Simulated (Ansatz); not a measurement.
Relaxation of AlH$_{6}$NO$_{2}$Si (11 atoms, charge 0, multiplicity 1), to a largest force component of 0.02 eV/Å in at most 40 steps.

The calculation used Ansatz 0.2.0, RKS PBE0/6-31G.

```xyz
11
Properties=species:S:1:pos:R:3:forces:R:3
Al 0.000 0.000 0.000 0.65 0.81 1.69
N 0.000 0.000 1.920 0.01 -0.10 -1.23
H -0.877 -0.271 2.450 1.99 0.76 -0.61
H 0.877 0.271 2.450 -1.98 -0.70 -0.64
O 1.542 0.000 -0.890 -1.81 0.64 1.15
Si 2.387 -1.376 -1.352 0.65 0.15 -0.40
H 1.460 -2.351 -1.918 -0.54 -0.76 -0.35
H 3.388 -1.020 -2.353 0.55 0.11 -0.54
H 3.050 -1.955 -0.187 0.42 -0.50 0.68
O -1.542 0.000 -0.890 -0.15 -1.85 0.92
H -2.051 -0.847 -0.681 0.20 1.43 -0.65
```

Question: Where does it end, and by what steps?

Answer: The forces met the threshold. Limits of this set-up: no polarisation functions. After 14 steps the energy has fallen by 1.139 eV; O5 moved furthest, 1.05 Å.

```csv
step,energy less start (eV),largest force component (eV/Å),accepted
0,0.0000,1.988,yes
1,-0.5449,1.186,yes
2,-0.7389,1.123,yes
3,-0.9137,0.379,yes
4,-0.9938,0.700,yes
5,-1.0613,0.137,yes
6,-1.0939,0.132,yes
7,-1.1073,0.088,yes
8,-1.0344,2.374,no
9,-1.1205,0.250,yes
10,-1.1219,0.855,yes
11,-1.1313,0.207,yes
12,-1.1360,0.222,yes
13,-1.1393,0.022,yes
14,-1.1393,0.009,yes
```

```xyz
11
Properties=species:S:1:pos:R:3
Al -0.188 -0.340 0.279
N -0.016 0.207 1.963
H -0.786 0.565 2.507
H 0.850 0.196 2.479
O 1.163 -0.930 -0.574
Si 2.493 -1.514 -1.427
H 2.064 -2.561 -2.423
H 3.174 -0.396 -2.172
H 3.489 -2.138 -0.484
O -1.746 -0.237 -0.408
H -2.263 -0.401 -1.192
```

The run took 17 s on 2 threads of AMD EPYC 9R45 96-Core Processor (Zen 5) (shared host), peak memory 0.18 GiB.
